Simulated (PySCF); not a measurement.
Planning a shielding job on `CC#[N+][BH2-]COC`.

Method: GIAO mPW1PW91/pcSseg-1 NMR shielding, non-relativistic, gas phase (PySCF 2.14.0, density-fitted response routines). Geometry: PBE0-D3(BJ)/def2-SVP. Work: shieldings, density fitting. The command runs a driver script over a list of jobs; the input below is this job's line of settings and its coordinates in Å.

Command:
```bash
OMP_NUM_THREADS=1 python probes_run.py task.json out
```

Input:
```
{"job": {"kind": "nmr", "xc": "mPW1PW91", "basis": "pcSseg-1", "pop": false}, "charge": 0, "multiplicity": 1}
C      3.209649     0.883448     0.178494
C      2.004084     0.425838    -0.476227
N      1.046321     0.049315    -0.988202
B     -0.297703    -0.454017    -1.546735
C     -1.441817     0.152324    -0.581130
O     -1.162207    -0.151308     0.768859
C     -2.139080     0.284661     1.650307
H      3.055615     0.889435     1.267398
H      3.460431     1.900717    -0.155001
H      4.045679     0.210664    -0.060929
H     -0.210560    -1.675312    -1.498512
H     -0.369795    -0.046926    -2.700689
H     -2.420605    -0.277553    -0.882456
H     -1.542809     1.254540    -0.699672
H     -1.834657     0.011721     2.672752
H     -2.281087     1.386048     1.611389
H     -3.126576    -0.179816     1.447399
```

Hardware: an Intel Xeon at 2.50 GHz with one thread, no GPU, shared host with 64 logical CPUs at a one-minute load of 58. PySCF's memory limit was set to 1280 MB.

Question: How large is the basis?

Answer: 169 functions for 54 electrons, with 865 fitting functions; the fitted three-index integrals, 865 × 169 × 170/2 numbers of 8 bytes, come to 95 MiB.

Question: What wall time should be expected on this hardware?

Answer: About 54 s. The SCF took 14 cycles.

Question: How much memory does it need at the peak?

Answer: About 1.0 GiB. Peak memory is the resident size of the whole Python process, interpreter and libraries included.

The SCF part of the output:
```
coarse grid: 13784 points
cycle   1  E = -312.9561333577  dE =  7.439e-01  |g| = 6.673e-01  |ddm| = 3.427e+00
cycle   2  E = -312.7427039429  dE =  2.134e-01  |g| = 1.221e+00  |ddm| = 1.683e+00
cycle   3  E = -313.0574427099  dE = -3.147e-01  |g| = 2.058e-01  |ddm| = 1.070e+00
cycle   4  E = -313.0645211521  dE = -7.078e-03  |g| = 9.139e-02  |ddm| = 1.591e-01
cycle   5  E = -313.0661231708  dE = -1.602e-03  |g| = 1.848e-02  |ddm| = 6.296e-02
cycle   6  E = -313.0661984427  dE = -7.527e-05  |g| = 4.031e-03  |ddm| = 1.646e-02
cycle   7  E = -313.0662018800  dE = -3.437e-06  |g| = 9.898e-04  |ddm| = 3.302e-03
final grid: 131960 points
cycle   8  E = -313.1169741997  dE = -3.466e-05  |g| = 8.540e-03  |ddm| = 2.643e-02
cycle   9  E = -313.1169639319  dE =  1.027e-05  |g| = 1.158e-02  |ddm| = 1.198e-02
cycle  10  E = -313.1169882306  dE = -2.430e-05  |g| = 1.232e-03  |ddm| = 7.107e-03
cycle  11  E = -313.1169885499  dE = -3.193e-07  |g| = 3.316e-04  |ddm| = 1.061e-03
cycle  12  E = -313.1169885644  dE = -1.443e-08  |g| = 2.092e-04  |ddm| = 2.872e-04
cycle  13  E = -313.1169885734  dE = -9.043e-09  |g| = 2.922e-05  |ddm| = 1.417e-04
cycle  14  E = -313.1169885736  dE = -2.078e-10  |g| = 6.709e-06  |ddm| = 3.100e-05
converged SCF energy = -313.1169885736
```

On the final grid dE counts from the start density on that grid.

The host was shared with other jobs, so the times are rough.
